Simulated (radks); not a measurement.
Results of a calculation; reference values are marked as such.
Question: All-electron atom: the rubidium ion Rb3+ in [Ar] 3d10 4s2 4p3 5p1 (not the ground configuration). Level of theory: Dirac Kohn-Sham, AM05, spin-unpolarised, spherical densities, finite nucleus; open shells are shared between the two j in proportion to 2j + 1; Fermi nuclear charge, rms radius 4.2036 fm (a radial shooting solver on a logarithmic mesh with Libxc functionals).

Spin-orbit splittings of the eigenvalues, e(l+1/2) - e(l-1/2), with zeta = 2 splitting/(2l+1) and mean radii in bohr:

| shell | occ. | splitting (eV) | zeta (eV) | <r> j=l-1/2 | <r> j=l+1/2 |
|---|---|---|---|---|---|
| 2p | 6 | 60.66 | 40.44 | 0.1524 | 0.1564 |
| 3p | 6 | 9.152 | 6.102 | 0.5114 | 0.5218 |
| 3d | 10 | 1.562 | 0.6246 | 0.5207 | 0.5244 |
| 4p | 3 | ? | ? | 1.510 | 1.535 |
| 5p | 1 | 0.2428 | 0.1619 | 3.570 | 3.610 |

Estimate the 4p splitting.

Answer: 1.173 eV (zeta = 0.7818 eV).
